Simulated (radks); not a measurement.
Problem. All-electron atom: Eu13+ in [Kr] 4d10 4f2 5s2. Calculated with a radial shooting solver on a logarithmic mesh with Libxc functionals: scalar-relativistic Kohn-Sham, LDA (Slater exchange, VWN5 correlation), spin-polarised, spherical densities, finite nucleus; open shells are filled with parallel spins first (spin-orbit coupling, left out, can overturn this in heavy ions); Fermi nuclear charge, rms radius 5.1115 fm. Some entries of the table are withheld. Estimate them.

| orbital | occ. | eigenvalue (Ry) | <r> (bohr) |
|---|---|---|---|
| 1s down | 1 | -3570.706 | 0.02234 |
| 1s up | 1 | -3570.706 | 0.02234 |
| 2s up | 1 | -602.8142 | 0.09520 |
| 2s down | 1 | -602.8111 | 0.09519 |
| 2p up | 3 | -539.5036 | 0.08393 |
| 2p down | 3 | -539.5016 | 0.08393 |
| 3s up | 1 | -148.0924 | 0.2498 |
| 3s down | 1 | -148.0086 | 0.2497 |
| 3p up | 3 | -128.3793 | 0.2482 |
| 3p down | 3 | -128.2964 | 0.2481 |
| 3d up | 5 | -101.9288 | 0.2260 |
| 3d down | 5 | -101.8640 | 0.2259 |
| 4s up | 1 | -44.41505 | 0.5566 |
| 4s down | 1 | -44.24407 | 0.5568 |
| 4p up | 3 | -37.78253 | 0.5846 |
| 4p down | 3 | -37.61523 | 0.5848 |
| 4d up | 5 | -28.50859 | 0.6210 |
| 4d down | 5 | -28.34585 | 0.6216 |
| 5s up | 1 | -18.61690 | 1.134 |
| 5s down | 1 | -18.52967 | 1.138 |
| 4f up | 2 | -18.24228 | 0.6737 |
| 4f down | 0 | -18.08081 | 0.6758 |
| 5p up | 0 | (1) | 1.217 |
| 5p down | 0 | (2) | 1.221 |
| 6s up | 0 | (3) | 1.951 |
| 6s down | 0 | (4) | 1.955 |

Solution. 
(1) 5p up eigenvalue (Ry): -16.35650
(2) 5p down eigenvalue (Ry): -16.28111
(3) 6s up eigenvalue (Ry): -10.28468
(4) 6s down eigenvalue (Ry): -10.25787
